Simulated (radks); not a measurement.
Question: The chlorine ion Cl2+, [Ne] 3s2 3p3. All-electron calculation, non-relativistic Kohn-Sham, exchange-only B88, spin-polarised, spherical densities, point nucleus. Program: a radial shooting solver on a logarithmic mesh with Libxc functionals. Every spin shell is full or empty, so the densities are truly spherical. Functionals are evaluated on that one density, not self-consistently. Rank these orbital-free kinetic functionals by their error against the exact value of the orbitals, and give that value: Thomas-Fermi, von Weizsacker, TF + vW/9, TF + vW/5, LC94, APBEK, revAPBEK, Perdew 92, Thakkar, Pearson, LKT, PG1, DePristo-Kress.

Answer: Exact: 458.212 hartree. From best to worst, with 100 (|E| - |E exact|)/|E exact| (equal figures are ties): Thakkar -0.06, DePristo-Kress +0.08, LC94 +0.17, APBEK +0.30, Perdew 92 -0.51, TF + vW/9 -0.53, revAPBEK +0.65, Pearson -1.50, TF + vW/5 +4.79, Thomas-Fermi -7.18, PG1 +24.32, LKT +30.06, von Weizsacker -40.15.
